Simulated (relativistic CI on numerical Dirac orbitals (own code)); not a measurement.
# Zr3+: 3p photoemission

Computed with this model: Dirac-Coulomb-Breit CI, separate exchange-only KLI orbitals for each configuration, a model potential for QED, valence Slater integrals scaled by 0.7, multiplet model of photoemission in the sudden approximation; configurations [Kr] 4d → [Ne] 3s2 3p5 3d10 4s2 4p6 4d; 300 K; Lorentzian 1.4 eV and Gaussian 0.6 eV FWHM. Energies are those of the free ion, without screening or charge transfer. The energies are binding energies and can lie tens of eV above those of solids. S is read from ⟨S²⟩ = S(S + 1).

free ion: ground-state S = 0.50, centroid 377.56 eV. Peaks (eV, height): 373.0 (100), 386.8 (54).

Strongest unbroadened transitions for free ion:

| Energy (eV) | Relative strength |
| --- | --- |
| 372.35 | 14.5 |
| 372.43 | 0.1 |
| 372.57 | 30.4 |
| 372.78 | 0.6 |
| 372.84 | 100.0 |
| 372.86 | 0.2 |
| 373.00 | 28.5 |
| 373.15 | 0.1 |
| 373.24 | 0.1 |
| 373.29 | 43.9 |
| 373.32 | 0.5 |
| 373.37 | 13.1 |
| 373.46 | 1.5 |
| 386.73 | 72.4 |
| 386.82 | 0.3 |
| 386.87 | 0.5 |
| 386.95 | 0.0 |
| 387.01 | 43.5 |
